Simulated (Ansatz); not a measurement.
A made-up structure of CH2ClZn (charge +1), singlet:

Cl1  (-2.056, 0.782, -0.907)
C2  (-0.855, -0.316, -0.125)
Zn3  (1.328, 0.254, 0.287)
H4  (-1.357, -1.401, 0.156)
H5  (2.940, 0.681, 0.588)
(Å)

It is relaxed with PBE-D4/def2-SVP and then PBE0-D4/def2-TZVP (Ansatz 0.2.0). Atoms count as bonded within 1.22 times the sum of their covalent radii (H–H: 0.88 Å). The end point is not checked to be a true minimum.

(1) Does its bonding change? (Judge from chemistry; the calculation decides.)

Results:

(1) By the calculation: No: no bond forms or breaks.

Where it ends: The first stage lowers the energy by 0.86 eV in 7 steps. It ends as CH₂ClZn ([Cl][CH][ZnH]), total charge +1:
Cl1  (-1.834, 0.699, -0.810)
C2  (-0.763, -0.283, -0.111)
Zn3  (1.186, 0.226, 0.256)
H4  (-1.212, -1.251, 0.139)
H5  (2.625, 0.609, 0.525)
(Å)

Labels in which every atom is bracketed show which atoms are joined, not bond orders.

For scale, one of the runs: PBE0-D4/def2-TZVP relaxation, 128 basis functions, launched by `ansatz run in.yaml --threads 2 --pin off --events-out ev --progress --plain --max-ram 4352MiB`. Hardware: 2 CPU threads of an Intel Xeon Platinum 8259CL, shared host. Wall time about 41 s.
